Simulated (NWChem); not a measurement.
**Basis-set convergence for HFOPb**

```xyz
4

Pb    -0.0275    -0.2650     0.0000
F     -1.3778     1.3112     0.0000
O      1.6581     0.9996     0.0000
H      1.3925     1.9336     0.0000
```
Charge 0, spin multiplicity 1.

Everything below was run with NWChem. The geometry was optimised at B3LYP/def2-SVP with def2 effective core potentials on Pb, a minimum by its harmonic frequencies. It is one conformer; others weren't searched.

Quantity: first vertical ionisation energy at the level G0W0@PBE0.

Effective core potentials replace the inner electrons of Pb; spin-orbit coupling is left out. GW and range-separated runs recompute their integrals, the others keep them in memory, which bears on the times. The structure started from a generated list of species.

The cost column gives rough processor time relative to def2-SVP; each entry includes its own SCF.

```
basis       functions  first vertical ionisation energy (eV)  relative cost
----------  ---------  -------------------------------------  -------------
def2-SVP           59                                   9.37              1
def2-SVPD          86                                   9.86        under 3
def2-TZVP         118                                    ___        under 3
def2-TZVPP        126                                    ___              3
def2-TZVPD        145                                    ___              6
def2-QZVP         226                                  10.33             30
```

Problem. What belongs in the gaps?

Solution. 
- def2-TZVP, first vertical ionisation energy (eV): 10.07
- def2-TZVPP, first vertical ionisation energy (eV): 10.09
- def2-TZVPD, first vertical ionisation energy (eV): 10.13
